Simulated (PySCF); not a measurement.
Electronic structure of Cu (copper, neutral) at the UHF level

Configuration: [Ar] 3d9 4s1 4p1, one real determinant (an excited configuration). Calculation: PySCF 2.14, in aug-cc-pVQZ-PP with ECP10MDF; scalar relativity through the core potential.

```
Total energy                                                  : -196.104069 hartree
One-electron energy                                           : -351.3401 hartree
Hartree (Coulomb) energy                                      : 173.0816 hartree
Exchange energy                                               : -17.8456 hartree
⟨S²⟩                                                          : 3.7515
⟨L²⟩                                                          : 8.058
Sum of ⟨r⟩                                                    : 20.75 bohr
Sum of ⟨r²⟩                                                   : 40.35 bohr²
Traceless quadrupole moment −½Σ⟨3z² − r²⟩ along its main axis : -7.01 e·bohr²
Time after the integrals                                      : roughly 6 core-seconds
```

```tsv
shell	electrons	mean orbital energy (hartree)	spread (hartree)	rms radius, mean of both spins (bohr)
3s α	1	-5.57752	0	0.764
3s β	1	-5.45163	0	0.764
3p α	3	-3.77469	0.09301	0.810
3p β	3	-3.63334	0.08493	0.810
3d α	5	-0.80728	0.09893	1.05
3d β	4	-0.74634	0.05448	1.05
4s α	1	-0.39391	0	3.02
4p α	1	-0.19915	0	4.03
```

⟨L²⟩ = 8.06 against 12 for a pure F term, so this real determinant mixes terms. Energies and moments cover only the electrons outside the core potential.
